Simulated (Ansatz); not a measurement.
`[OH][GeH2][F]` + `C[SeH]` → `C[Se][GeH2][OH]` + H–F  (ligand exchange at a Ge–F bond)

Calculated with Ansatz (gas phase, PBE0-D4/def2-TZVP geometries, no zero-point term in ΔE). CCSD(T)/CBS is the MP2 limit (def2-TZVPP, def2-QZVPP) plus CCSD(T) − MP2 in def2-TZVPP, frozen cores. This one scheme is used for every species. For Ge, Se outer-core shells are correlated without core-valence functions, which leaves a few kJ/mol of doubt a bond. Scalar relativity is left out up to krypton. Each species was taken in one conformer, which may not be the lowest.

`[OH][GeH2][F]`:

```xyz
6

O     0.002    0.758    1.150
Ge   -0.141   -0.357   -0.205
F    -0.422    0.587   -1.637
H     0.783    1.316    1.107
H     1.169   -1.110   -0.474
H    -1.391   -1.193    0.058
```

`C[SeH]`:

Cartesian coordinates in Å:
```
C 0.238 -0.463 -0.165
Se 0.152 1.241 0.776
H -0.507 -1.153 0.224
H 1.233 -0.861 0.027
H 0.110 -0.315 -1.235
H -1.225 1.551 0.374
```

`C[Se][GeH2][OH]`:

Cartesian coordinates in Å:
```
C 0.549 -1.708 -0.107
Se -1.193 -0.914 -0.520
Ge -0.744 1.180 0.419
O 0.615 1.959 -0.432
H 0.665 -1.821 0.969
H 1.346 -1.091 -0.516
H 0.562 -2.687 -0.582
H -2.033 2.012 0.289
H -0.229 1.068 1.859
H 0.463 2.002 -1.380
```

H–F:

```xyz
2

F     0.055   -0.442   -0.116
H    -0.055    0.442    0.116
```

```json
{"species": "`[OH][GeH2][F]`", "HF/CBS(def2) energy (Eh)": "-2251.61889"}
{"species": "`C[SeH]`", "HF/CBS(def2) energy (Eh)": "-2440.10737"}
{"species": "`C[Se][GeH2][OH]`", "HF/CBS(def2) energy (Eh)": "-4591.64205"}
{"species": "H–F", "HF/CBS(def2) energy (Eh)": "-100.07071"}
```

Problem. Work out ΔE.

Solution. ΔE = (-4591.64205) + (-100.07071) − (-2251.61889) − (-2440.10737) = 0.01350 Eh = +8.5 kcal/mol. CCSD(T)/CBS gives +0.2 kcal/mol.

Largest T1 diagnostic among the species: 0.012.

The D4 term adds −2.7 kcal/mol with B3LYP and −1.5 kcal/mol with PBE0; it sums over pairs of atoms, weighted by their polarisabilities, and B3LYP, whose exchange is more repulsive, gets the larger term. In def2-TZVPP, CCSD(T) changes the Hartree–Fock value by −5.9 kcal/mol (the triples alone add −0.9 kcal/mol) and MP2 by −7.4 kcal/mol.

B3LYP here is the variant with VWN-RPA as its local correlation; programs differ in this.
